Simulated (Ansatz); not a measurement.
The cluster Ti₂Te₃. Total charge 0; singlet. Geometry PBE-D4/def2-SVP; atoms count from 1.

```xyz
5

Ti   -0.212   -0.899   -0.491
Ti   -0.882    1.399   -0.814
Te    0.448   -1.955    1.754
Te    1.258    0.547   -2.113
Te   -0.612    0.908    1.665
```

In the def2 sets Te takes a core potential; there is no spin–orbit coupling. The restricted singlet is unstable towards broken spin symmetry in Hartree–Fock (as tested in another run); at PBE0-D4/def2-TZVP this wasn't settled. Another isomer (singlet) lies 2.30 eV lower at PBE0-D4/def2-TZVP; other spin states weren't run for this one.

Estimate the Mulliken populations from the PBE0/def2-TZVP orbitals of Ansatz.


```
atom  charge (e)  d electrons
 Ti1        0.50         2.65
 Ti2        0.34         2.69
 Te3       -0.28            –
 Te4       -0.39            –
 Te5       -0.16            –
```
Mulliken values depend strongly on the basis.

And the Mayer bond orders between heavy atoms (over 0.3)?

Ti1–Ti2 1.58 (2.42 Å); Ti1–Te3 1.42 (2.57 Å); Ti1–Te4 1.17 (2.62 Å); Ti1–Te5 0.61 (2.84 Å); Ti2–Te4 1.12 (2.64 Å); Ti2–Te5 1.41 (2.54 Å); Te3–Te5 0.57 (3.05 Å).
